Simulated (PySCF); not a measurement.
# ORD: `[SiH2]1C[C@@H](C)[C@H]1O[SiH3]`, C₄H₁₂OSi₂

Molfile (atoms numbered from 1):
```
C4H12OSi2
     RDKit          3D

 19 19  0  0  0  0  0  0  0  0999 V2000
   -0.9933   -1.6246   -0.9352 C   0  0  0  0  0  0  0  0  0  0  0  0
   -1.0993   -0.6722    0.2421 C   0  0  2  0  0  0  0  0  0  0  0  0
   -1.8920    0.6223   -0.0548 C   0  0  0  0  0  0  0  0  0  0  0  0
   -0.5660    1.6932    0.8007 Si  0  0  0  0  0  4  0  0  0  0  0  0
    0.2490   -0.0522    0.7029 C   0  0  2  0  0  0  0  0  0  0  0  0
    1.2472   -0.1693   -0.2773 O   0  0  0  0  0  0  0  0  0  0  0  0
    2.8056    0.2268   -0.2241 Si  0  0  0  0  0  4  0  0  0  0  0  0
   -0.5136   -1.1292   -1.7756 H   0  0  0  0  0  0  0  0  0  0  0  0
   -0.3966   -2.4945   -0.6689 H   0  0  0  0  0  0  0  0  0  0  0  0
   -1.9840   -1.9589   -1.2389 H   0  0  0  0  0  0  0  0  0  0  0  0
   -1.5483   -1.1953    1.0908 H   0  0  0  0  0  0  0  0  0  0  0  0
   -1.9629    0.8000   -1.1271 H   0  0  0  0  0  0  0  0  0  0  0  0
   -2.9049    0.6168    0.3417 H   0  0  0  0  0  0  0  0  0  0  0  0
    0.0749    2.7412    0.0139 H   0  0  0  0  0  0  0  0  0  0  0  0
   -0.8539    2.1248    2.1685 H   0  0  0  0  0  0  0  0  0  0  0  0
    0.6161   -0.5014    1.6329 H   0  0  0  0  0  0  0  0  0  0  0  0
    2.9984    1.6658   -0.0006 H   0  0  0  0  0  0  0  0  0  0  0  0
    3.5069   -0.4785    0.8555 H   0  0  0  0  0  0  0  0  0  0  0  0
    3.2067   -0.2054   -1.5540 H   0  0  0  0  0  0  0  0  0  0  0  0
  1  2  1  0
  2  3  1  0
  3  4  1  0
  4  5  1  0
  5  6  1  0
  6  7  1  0
  5  2  1  0
  1  8  1  0
  1  9  1  0
  1 10  1  0
  2 11  1  1
  3 12  1  0
  3 13  1  0
  4 14  1  0
  4 15  1  0
  5 16  1  1
  7 17  1  0
  7 18  1  0
  7 19  1  0
M  END
```

Level of theory: TDDFT PBE0/def2-SVPD circular dichroism and optical rotation, one conformer, gas phase in PySCF. Geometry: GFN2-xTB.

The molecule is flexible and this is one conformer; a measurement averages over conformers. States above about 7.0 eV lie in this functional's continuum (it starts at minus the energy of the highest occupied orbital, well below the true ionisation energy for most functionals) and depend on the basis.

Stereocentres: C2 R, C5 S.

Question: Give the optical rotatory dispersion at 633, 589.3, 546, 436, 405, 365, 355 nm.

Answer: [α] in deg dm⁻¹ (g/mL)⁻¹:
```
λ (nm)  origin-invariant length gauge  modified velocity gauge  length gauge (centre of mass)  isotropic polarisability (au)
   633                         +314.1                   +321.8                         +314.6                          104.6
 589.3                         +371.2                   +380.2                         +371.8                          105.1
   546                         +445.5                   +456.2                         +446.2                          105.6
   436                         +791.6                   +809.8                         +793.0                          107.8
   405                         +971.9                   +993.8                         +973.6                          108.9
   365                        +1324.9                  +1353.8                        +1327.5                          110.7
   355                        +1446.5                  +1477.8                        +1449.3                          111.2
```

Question: And for the mirror image at 589.3 nm?

Answer: -371.2 deg dm⁻¹ (g/mL)⁻¹ (origin-invariant length gauge): the same size and the opposite sign.

Question: What is the molar rotation [Φ] = [α]·M/100 of the geometry above at 589.3 nm?

Answer: With M = 132.31 g/mol, +491.1 deg cm² dmol⁻¹ (origin-invariant length gauge).

The first excitation lies at 5.71 eV (217 nm) with R = +9.2 × 10⁻⁴⁰ esu² cm² (velocity form).
